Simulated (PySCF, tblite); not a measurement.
Species: C5H9Cl3OSi.
SMILES: `[SiH3]O/C=C(\[C@H](C)Cl)C(Cl)Cl`

Jobs on this species (19 atoms, 112 electrons) with PySCF (density fitting) and tblite. Hardware of each: one thread of an Intel Xeon at 2.50 GHz, shared host. The host was shared with other jobs, so the times are rough.

| level and settings | work | basis functions | SCF cycles | wall time |
| --- | --- | --- | --- | --- |
| GFN2-xTB | Hessian by finite differences | – | – | ? |
| PBE0/pcSseg-1 | shieldings, charges and field gradients | 243 | 14 | 2.8 min |
| GFN2-xTB | L-BFGS relaxation | – | – | 4.0 s |

Q: Fill in the missing figures.

A: 
- GFN2-xTB; Hessian by finite differences: 4.6 s

Q: What do all jobs in the table cost together?

A: About 2.9 min; the longest takes about 95 % of that, and about 42 times as long as the shortest.


Species: C₄H₈F₃O₂P.
SMILES: `C[P@](=O)(CO)CC(F)(F)F`

Jobs on this species (18 atoms, 90 electrons) with PySCF (density fitting) and tblite. Hardware of each: one thread, Intel Xeon Platinum 8375C at 2.90 GHz (x86_64), no GPU, shared host. Times come from a shared host and carry two figures at best.

```tsv
level and settings	work	basis functions	SCF cycles	wall time
GFN2-xTB	L-BFGS relaxation	–	–	0.59 s
GFN2-xTB	Hessian by finite differences	–	–	0.86 s
PBE0/pcSseg-1	shieldings, charges and field gradients	217	?	?
```

Problem. Fill in the missing figures.

Solution. 
- PBE0/pcSseg-1; shieldings, charges and field gradients: 49 s, 15 SCF cycles

Problem. What do all jobs in the table cost together?

Solution. About 50 s; the longest takes about 97 % of that, and about 83 times as long as the shortest.
